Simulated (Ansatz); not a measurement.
One change: `[SH][GeH2][SH]` becomes `S[SiH2]S`.

Ansatz, PBE0-D4/def2-TZVP geometries, multiplicity 1. Each molecule was computed in one conformer, which needn't be the lowest.

Scalar relativity is left out up to krypton.

```tsv
property	`[SH][GeH2][SH]`
HOMO energy (ωB97M-V/def2-TZVPP) / eV	-9.50
HOMO–LUMO gap (PBE0/def2-TZVPP) / eV	6.85
HOMO–LUMO gap (PBE/def2-TZVPP) / eV	4.71
HOMO energy (PBE0/def2-TZVPP) / eV	-7.35
LUMO energy (PBE/def2-TZVPP) / eV	-1.42
HOMO–LUMO gap (ωB97M-V/def2-TZVPP) / eV	10.92
```

(1) What does the change do to each property? (An estimate is asked.)

## Answers

(1) The calculation gave: 
| property | `S[SiH2]S` | shift |
| --- | --- | --- |
| HOMO energy (ωB97M-V/def2-TZVPP) / eV | -9.70 | -0.20 |
| HOMO–LUMO gap (PBE0/def2-TZVPP) / eV | 7.53 | 0.68 |
| HOMO–LUMO gap (PBE/def2-TZVPP) / eV | 5.39 | 0.68 |
| HOMO energy (PBE0/def2-TZVPP) / eV | -7.53 | -0.18 |
| LUMO energy (PBE/def2-TZVPP) / eV | -0.92 | 0.50 |
| HOMO–LUMO gap (ωB97M-V/def2-TZVPP) / eV | 11.53 | 0.61 |

With PBE0 the HOMO falls by 0.18 eV and the LUMO rises by 0.50 eV, so the gap widens by about 0.68 eV. PBE moves the HOMO by -0.18 eV and ωB97M-V by -0.20 eV.
